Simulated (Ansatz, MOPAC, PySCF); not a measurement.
System: H3 (cation, charge +1), singlet: symmetric bend, bond length relaxed. Scanned: H-H-H angle. Other coordinates (H-H bond length) were minimised at PBE0/def2-TZVP.

Levels: RKS-BP86/6-31G* = restricted BP86/6-31G*, spherical d in PySCF 2.14.0; PM6, restricted, heats of formation (MOPAC); RKS-PBE/aug-cc-pVDZ = restricted PBE/aug-cc-pVDZ (Ansatz, a first-principles code).

Energies in eV, each method relative to its own lowest point.

```json
[
 {"a / °": "180", "RKS-BP86/6-31G*": "1.301", "PM6": "1.608", "RKS-PBE/aug-cc-pVDZ": "1.625"},
 {"a / °": "168.70", "RKS-BP86/6-31G*": "…", "PM6": "1.595", "RKS-PBE/aug-cc-pVDZ": "1.611"},
 {"a / °": "159.92", "RKS-BP86/6-31G*": "1.281", "PM6": "1.567", "RKS-PBE/aug-cc-pVDZ": "1.577"},
 {"a / °": "151.54", "RKS-BP86/6-31G*": "…", "PM6": "1.524", "RKS-PBE/aug-cc-pVDZ": "1.524"},
 {"a / °": "137.57", "RKS-BP86/6-31G*": "…", "PM6": "1.411", "RKS-PBE/aug-cc-pVDZ": "1.387"},
 {"a / °": "127.73", "RKS-BP86/6-31G*": "…", "PM6": "1.296", "RKS-PBE/aug-cc-pVDZ": "1.253"},
 {"a / °": "119.59", "RKS-BP86/6-31G*": "0.999", "PM6": "1.176", "RKS-PBE/aug-cc-pVDZ": "1.120"},
 {"a / °": "109.01", "RKS-BP86/6-31G*": "0.841", "PM6": "0.984", "RKS-PBE/aug-cc-pVDZ": "0.917"},
 {"a / °": "100.78", "RKS-BP86/6-31G*": "0.693", "PM6": "0.808", "RKS-PBE/aug-cc-pVDZ": "0.741"},
 {"a / °": "90.71", "RKS-BP86/6-31G*": "0.489", "PM6": "0.567", "RKS-PBE/aug-cc-pVDZ": "0.510"},
 {"a / °": "81.80", "RKS-BP86/6-31G*": "0.300", "PM6": "0.347", "RKS-PBE/aug-cc-pVDZ": "0.306"},
 {"a / °": "67.68", "RKS-BP86/6-31G*": "0.051", "PM6": "…", "RKS-PBE/aug-cc-pVDZ": "0.051"},
 {"a / °": "60", "RKS-BP86/6-31G*": "0.000", "PM6": "0.000", "RKS-PBE/aug-cc-pVDZ": "0.000"}
]
```

**Question.** What belongs in the gaps?

**Answer.** 
- 168.70, RKS-BP86/6-31G*: 1.295
- 151.54, RKS-BP86/6-31G*: 1.257
- 137.57, RKS-BP86/6-31G*: 1.181
- 127.73, RKS-BP86/6-31G*: 1.095
- 67.68, PM6: 0.059
